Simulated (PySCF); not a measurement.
# Working out the ionisation energy of B⁺

B⁺ [He] 2s2 (1S) → B²⁺ [He] 2s1 (2S). Computed with PySCF 2.14 in def2-QZVPPD, with the non-relativistic Hamiltonian (point nucleus). Frozen: nothing. Energies in hartree (1 hartree = 27.21139 eV):

| part | B⁺ (lower) | B²⁺ (upper) |
| --- | --- | --- |
| UHF | -24.237528 | -23.376017 |
| CCSD correlation | -0.078953 | -0.018568 |
| (T) | -0.000414 | -0.000014 |

Q: What does Hartree-Fock give?

A: (-23.376017) − (-24.237528) = 0.861511 hartree = 23.443 eV.

Q: What do CCSD and CCSD(T) give?

A: The CCSD correlation energies differ by 0.060385 hartree = 1.643 eV and the triples by 0.000400 hartree = 0.011 eV, so CCSD gives 25.086 eV and CCSD(T) 25.097 eV.

Measured between the centres of the two terms (NIST): 25.155 eV, so CCSD(T) (valence and next inner shell) is off by -0.058 eV.

What remains against the reference includes basis incompleteness and higher excitations.
